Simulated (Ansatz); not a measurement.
Mulliken charges of `O=C=[N][Ga]([Cl])[Cl]` from ωB97M-V/def2-TZVPP in Ansatz (PBE0-D4/def2-TZVP geometry).

```csv
atom,x (Å),y (Å),z (Å),charge (e)
O1,-0.747,1.508,2.307,-0.217
C2,-0.636,0.721,1.460,0.324
N3,-0.580,-0.138,0.617,-0.312
Ga4,0.326,-0.550,-0.895,0.587
Cl5,-0.152,-2.339,-1.899,-0.185
Cl6,1.830,0.735,-1.637,-0.196
```

Q: By hand: the dipole of these point charges (1 e Å = 4.8032 D).

A: Σ q r = (-0.002, -0.085, -0.073) e Å, of length 0.112 e Å = 0.54 D.

Q: How does the dipole of the full density compare? (Estimate.)

A: Computed: (0.045, -0.096, -0.142) e Å, 0.85 D; the point charges give 0.64 times that, at 22° from its direction.

Point charges leave out the atoms' own dipoles, such as those of lone pairs, and Mulliken's split depends on the basis, so the two needn't agree.
